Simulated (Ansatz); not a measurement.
Born–Oppenheimer molecular dynamics of H4O3Si (8 atoms, charge 0, multiplicity 1). It starts from a relaxed structure.

Level of theory: Ansatz, RKS B3LYP-D4/6-31G*.

* ensemble: NVE (velocity Verlet)
* time step: 0.5 fs
* steps asked: 150
* starting velocities drawn for: 2000 K
* masses: H 3.016 u
* seed: 546738

First frame:

```xyz
8
Properties=species:S:1:pos:R:3
Si -0.069 -0.076 0.148
H 0.051 0.049 1.615
O 1.361 0.084 -0.664
H 1.743 -0.753 -0.964
O -1.076 1.159 -0.279
H -1.088 1.375 -1.223
O -0.612 -1.587 -0.277
H -1.404 -1.901 0.180
```

Q: How far do the bonds stretch over the last three quarters of this one trajectory? (Pairs bonded in most of those frames.)

A: 
```
  bond  mean (Å)  spread (Å)  shortest  longest
Si1–H2     1.511       0.052      1.42     1.60
Si1–O3     1.651       0.039      1.58     1.71
Si1–O5     1.680       0.045      1.60     1.74
Si1–O7     1.678       0.044      1.60     1.74
 O3–H4     0.966       0.006      0.95     0.98
 O5–H6     0.980       0.009      0.96     1.00
 O7–H8     0.973       0.042      0.91     1.03
```

Mean temperature of the second half: 1017 K. The conserved energy stayed within 0.24 meV per atom of its start (net change 0.19 meV per atom), so the integration is sound. Over the second half the temperature averaged 0.51 of the 2000 K drawn at the start: a run that starts near a minimum puts about half its kinetic energy into the potential. A run of 0.075 ps of so small a system gives no equilibrium averages.

The run took 5.9 min on 1 thread of Arm Neoverse V2, with other jobs on the host, peak memory 0.13 GiB.
